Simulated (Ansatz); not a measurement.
Coupled-cluster run, CH$_{5}$BO$_{2}$Si (`OC[SiH]1BO1`).

```yaml
crystal:
  periodic: [false, false, false]
  atoms:
    - {symbol: O, position_ang: [-1.668391, 0.822484, -0.986182]}
    - {symbol: C, position_ang: [-1.144672, -0.381392, -0.443959]}
    - {symbol: Si, position_ang: [0.735651, -0.331225, -0.337199]}
    - {symbol: B, position_ang: [1.715133, -0.275647, 1.294842]}
    - {symbol: O, position_ang: [1.198780, 0.879684, 0.854552]}
    - {symbol: H, position_ang: [-1.406636, 1.551756, -0.417279]}
    - {symbol: H, position_ang: [-1.574202, -0.607253, 0.541624]}
    - {symbol: H, position_ang: [-1.458908, -1.186865, -1.113692]}
    - {symbol: H, position_ang: [1.329817, 0.004355, -1.654717]}
    - {symbol: H, position_ang: [2.356730, -0.527099, 2.265010]}
basis:
  gaussian: {orbitals: def2-TZVPP}
correlation: {method: ccsd_t}
```

```sh
$ ansatz run in.yaml --threads 4 --pin off --events-out ev --progress --plain --max-ram 10444MiB
```

The program prints (abridged):

```
Functional definition: HF
1416 factors; integrals over basis functions are off by at most 1.1e-3 eV
mean field evaluation 1: about -13715.3759 eV, gradient 4.8e1 eV
mean field evaluation 2: about -13715.6999 eV, gradient 4.8e1 eV
mean field evaluation 4: about -13720.4813 eV, gradient 4.8e0 eV
mean field evaluation 8: about -13720.5738 eV, gradient 4.0e-1 eV
mean field evaluation 16: about -13720.5745 eV, gradient 1.8e-6 eV
mean field -13720.57449693 eV, -504.2218126227 hartree, gradient 1.8e-6 eV, S^2 0.000000; 0 other end points of the search recorded, 0 dependent functions left out
9 core orbitals not correlated: weight in the atoms' cores, before any rotation towards them, 1.000 or more for the frozen orbitals, at most 0.000 for the correlated occupied ones
reference -13720.57449693 eV, -504.2218126227 hartree; 14, 14 occupied and 213, 213 virtual orbitals, 1416 factors
second order -23.38718278 eV of doubles, -0.00000000 eV of singles
cycle   1  -23.50404458 eV  change   -1.2e-1 eV  update   1.2e-1
cycle   2  -24.10956208 eV  change   -6.1e-1 eV  update   3.8e-2
cycle   3  -24.27719160 eV  change   -1.7e-1 eV  update   2.1e-2
cycle   4  -24.25998624 eV  change    1.7e-2 eV  update   5.6e-3
cycle   5  -24.25727240 eV  change    2.7e-3 eV  update   2.9e-3
cycle   6  -24.25891949 eV  change   -1.6e-3 eV  update   1.0e-3
cycle   7  -24.25855413 eV  change    3.7e-4 eV  update   4.0e-4
cycle   8  -24.25837114 eV  change    1.8e-4 eV  update   1.4e-4
cycle   9  -24.25842855 eV  change   -5.7e-5 eV  update   5.7e-5
cycle  10  -24.25846242 eV  change   -3.4e-5 eV  update   2.4e-5
perturbative correction -1.00079564 eV, -0.0367785614 hartree
Total energy: -13745.83375499 eV, -505.1500732351 hartree
```

Run time 110 s (4 threads of an Arm Neoverse V1 on a shared host); peak host memory 4.4 GiB.

Correlation energy per correlated electron: -0.902 eV. T1 diagnostic: 0.0151.
